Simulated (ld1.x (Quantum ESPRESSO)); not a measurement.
## N (Z = 7), ultrasoft: configuration errors across variants

* Element: N (Z = 7)
* Generator: ld1.x (Quantum ESPRESSO) 7.5
* Type: ultrasoft
* Functional: PBE
* Relativity: scalar-relativistic
* Frozen core: [He]
* Valence charge: 5
* Reference configuration: 2s1.75 2p3.25
* Partial waves: 2s (bound): rcut 1.05, rcutus 1.15 bohr; 2s channel at 3.55 Ry: rcut 1.05, rcutus 1.15 bohr; 2p (bound): rcut 1.05, rcutus 1.25 bohr; 2p channel at 1.35 Ry: rcut 1.05, rcutus 1.25 bohr; 3d channel at 0.05 Ry: rcut 0.95, rcutus 1.05 bohr
* Local potential: all-electron potential smoothed inside 0.95 bohr (lloc = -1)
* Core correction: none
* Augmentation charge: built from norm-conserving waves at rcut, not smoothed further

All-electron excitation energies from the reference (eV): (1) 2s2 2p3 -2.874; (2) 2s2 2p2 10.717; (3) 2s2 2p1 39.571; (4) 2s1 2p0 164.472; (5) 2s2 2p0 86.653; (6) 2s1 2p3 22.498; (7) 2s2 2p2.5 2.219.

The overlap operator is not positive definite (basis up to 400 Ry) in “wave 3d channel at 0.05 Ry: rcut 0.95, rcutus 1.05 bohr becomes 3d channel at 0.05 Ry: rcut 0.95, rcutus 1.36 bohr”, “wave 3d channel at 0.05 Ry: rcut 0.95, rcutus 1.05 bohr becomes 3d channel at 0.05 Ry: rcut 0.95, rcutus 1.46 bohr”, “wave 3d channel at 0.05 Ry: rcut 0.95, rcutus 1.05 bohr becomes 3d channel at 0.05 Ry: rcut 0.95, rcutus 1.58 bohr”. Such files are unfit for use, however small their errors in these radial tests.

Errors AE − PS in meV (a dash: test not solved or not reliable):

| change | (1) | (2) | (3) | (4) | (5) | (6) | (7) | bound ghosts |
| --- | --- | --- | --- | --- | --- | --- | --- | --- |
| base | +0.6 | +9.0 | +69 | +650 | +363 | -1.9 | +2.5 | none |
| wave 3d channel at 0.05 Ry: rcut 0.95, rcutus 1.05 bohr becomes 3d channel at 0.05 Ry: rcut 0.72, rcutus 0.76 bohr | +0.6 | +9.0 | +69 | +650 | +363 | -1.9 | +2.5 | not determined |
| wave 3d channel at 0.05 Ry: rcut 0.95, rcutus 1.05 bohr becomes 3d channel at 0.05 Ry: rcut 0.84, rcutus 0.90 bohr | +0.6 | +9.0 | +69 | +650 | +363 | -1.9 | +2.5 | none |
| wave 3d channel at 0.05 Ry: rcut 0.95, rcutus 1.05 bohr becomes 3d channel at 0.05 Ry: rcut 0.90, rcutus 0.96 bohr | +0.6 | +9.0 | +69 | +650 | +363 | -1.9 | +2.5 | none |
| wave 3d channel at 0.05 Ry: rcut 0.95, rcutus 1.05 bohr becomes 3d channel at 0.05 Ry: rcut 0.95, rcutus 1.06 bohr | +0.6 | +9.0 | +69 | +650 | +363 | -1.9 | +2.5 | none |
| wave 3d channel at 0.05 Ry: rcut 0.95, rcutus 1.05 bohr becomes 3d channel at 0.05 Ry: rcut 0.95, rcutus 1.16 bohr | +0.6 | +9.0 | +69 | +650 | +363 | -1.9 | +2.5 | none |
| wave 3d channel at 0.05 Ry: rcut 0.95, rcutus 1.05 bohr becomes 3d channel at 0.05 Ry: rcut 0.95, rcutus 1.28 bohr | +0.6 | +9.0 | +69 | +650 | +363 | -1.9 | +2.5 | none |
| wave 3d channel at 0.05 Ry: rcut 0.95, rcutus 1.05 bohr becomes 3d channel at 0.05 Ry: rcut 0.95, rcutus 1.36 bohr | +0.6 | +9.0 | +69 | +650 | +363 | -1.9 | +2.5 | not determined (overlap not positive) |
| wave 3d channel at 0.05 Ry: rcut 0.95, rcutus 1.05 bohr becomes 3d channel at 0.05 Ry: rcut 0.95, rcutus 1.46 bohr | +0.6 | +9.0 | +69 | +650 | +363 | -1.9 | +2.5 | not determined (overlap not positive) |
| wave 3d channel at 0.05 Ry: rcut 0.95, rcutus 1.05 bohr becomes 3d channel at 0.05 Ry: rcut 0.95, rcutus 1.58 bohr | +0.6 | +9.0 | +69 | +650 | +363 | -1.9 | +2.5 | not determined (overlap not positive) |

(1) Give the same row for: wave 3d channel at 0.05 Ry: rcut 0.95, rcutus 1.05 bohr becomes 3d channel at 0.05 Ry: rcut 0.62, rcutus 0.66 bohr.

## Answers

(1) +0.6, +9.0, +69, +650, +363, -1.9, +2.5; bound ghosts: not determined.
